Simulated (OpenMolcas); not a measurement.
## Cu2+: moving the ligands

Cu2+ with 6 ligands (water) in octahedral coordination (Th) at 2.09 Å. Ligand basis ANO-RCC-VDZP.

```
Program             : OpenMolcas 26.06
Method              : CASSCF
Basis               : ANO-RCC-VTZP [6s5p3d2f1g]
Scalar Hamiltonian  : DKH2, point nucleus
Active space        : 9 electrons in 5 orbitals (3d)
State averaging     : 2S+1 = 2 even, 5 roots
Spin-orbit coupling : state interaction with AMFI integrals over the reference wave functions
```

Runs around this geometry, states (labels of O, taken over from Oh, the nearest higher group). Energies in cm-1 above the lowest state or level, χT in cm3 K/mol; 10Dq is the gap between the two states.

```
R (Å)  Ground state  First state of that spin  10Dq  First gap with spin-orbit (degeneracies)  χT at 300 K
 2.05            2E                  2T2 5891  5891                               5241 (4, 2)        0.619
 2.09            2E                  2T2 5176  5176                               4544 (4, 2)        0.652
  2.2            2E                  2T2 3645  3645                               3069 (4, 2)        0.756
```

Taking |10Dq| as R^-n, n = -ln(3645 / 5891) / ln(2.2 / 2.05) = 6.8 between the shortest and longest distance. The point-charge formula for a cubic d site gives n = 5.

An orbital doublet at a regular site is open to a Jahn-Teller distortion, which this geometry leaves out. Ligand-to-metal charge-transfer states are missing. With metal d orbitals alone and no dynamic correlation the field as a rule comes out too small, by tens of per cent, by up to half for chloride and softer ligands, and the orbital part of g and χT, which goes as 1/10Dq, too large. No measured value stands beside these numbers; the geometry is a model, was not optimised and need not be the one that this ion takes.
